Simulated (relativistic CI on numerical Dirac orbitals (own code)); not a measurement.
## One change at a time: Tc⁵⁺

Base calculation: Dirac-Coulomb-Breit CI, orbitals from a KLI potential per configuration, model QED, valence Slater integrals scaled by 0.85, P86 correlation energy added to each configuration.

Configuration list (outside the closed core [Ar] 3d10): 4s²4p⁶4d², 4s²4p⁶4d5s, 4s²4p⁶4d4f, 4s²4p⁶4d5p, 4s²4p⁵4d³, 4s²4p⁶4f², 4s²4p⁶4d5d, 4s²4p⁶5s², 4s²4p⁶4d6s, 4s²4p⁶4d6p, 4s²4p⁶5s5p, 4s4p⁶4d³, 4s²4p⁶4d5f, 4s²4p⁵4d²4f, 4s²4p⁶4d6d, 4s²4p⁶4d5g, 4s²4p⁶4d7s, 4s²4p⁶4d7p, 4s²4p⁶5p², 4s²4p⁶4d6f, 4s²4p⁶4f5s, 4s²4p⁵4d²5s, 4s²4p⁶4f5p, 4s4p⁶4d²4f, 4s²4p⁵4d²5p, 4s²4p⁵4d²5d, 4p⁶4d⁴, 4p⁵4d⁵. Double excitations out of closed p, d and f shells are left out; levels of such configurations are missing from the list, as are those of other unlisted configurations, and high levels can miss mixing partners. These lack a partner that the ground configuration has and come out too high: 4s²4p⁵4d²4f, 4s²4p⁵4d²5s, 4s4p⁶4d²4f, 4s²4p⁵4d²5p, 4s²4p⁵4d²5d.

Variants: (1) Slater integrals left unscaled; (2) self-excluded LDA correlation estimate; (3) QED terms removed; (4) non-relativistic limit. Shifts of the energy above 4s²4p⁶4d² ³F2, in cm⁻¹, for the lowest level and the first level of each name with at least 55 % of one term (blank where a level changes its place among those of its configuration and J or its character, or is not in the variant):

```tsv
Level	Base	Δ(1)	Δ(2)	Δ(3)	Δ(4)
4s²4p⁶4d² ³F2	0	0	0	0	0
4s²4p⁶4d² ³F3	2049	-30	0	-8	-2049
4s²4p⁶4d² ³F4	4324	-12	0	-15	-4324
4s²4p⁶4d² ¹D2	11972	+1640	0	-6	-1653
4s²4p⁶4d² ³P0	12476	+1752	0	-3	-1205
4s²4p⁶4d² ³P1	13338	+1714	0	-7	-2068
4s²4p⁶4d² ³P2	15667	+1692	0	-16	-4397
4s²4p⁶4d² ¹G4	18333	+2572	0	-10	-2631
4s²4p⁶4d² ¹S0	44196	+7325	+4	-11	-2473
4s²4p⁶4d5s ³D1	147375	+2146	-231	-185	+13004
4s²4p⁶4d5s ³D2	148246	+2188	-231	-187	+12134
4s²4p⁶4d5s ³D3	150532	+2141	-231	-196	+9847
4s²4p⁶4d5s ¹D2	154952	+2961	-228	-190	+10201
4s²4p⁶4d5p ³D°1	213687	+2267	+382	-43	+8427
4s²4p⁶4d5p ³D°2	215744	+2182	+382	-52	+6369
4s²4p⁶4d5p ³F°4	222028	+2594	+383	-61	+2239
4s²4p⁶4d5p ³P°1	223300	+3548	+383	-49	+6011
4s²4p⁶4d5p ³P°0	223898	+3529	+383	-50	+5412
4s²4p⁶4d5p ³P°2	224943	+3423	+383	-58	+4368
4s²4p⁶4d5p ¹F°3	226699	+3687	+382	-56	+4645
4s²4p⁶4d5p ¹P°1	230346	+4132	+383	-60	+3766
4s²4p⁶4d4f ¹G°4	301668	-311	-158	-42	+1049
```

At this charge configurations can still be misplaced by up to about 7 % of their energy.

Ionisation energy from the two ground configurations alone: base 73.39 eV; Slater integrals left unscaled 73.56 eV; self-excluded LDA correlation estimate 73.76 eV. The NIST ASD value (theoretical) is 72 eV.

LS names give the leading component of a level, which can be under half, so a name can repeat, a term be missing and a line seem to break the LS rules.
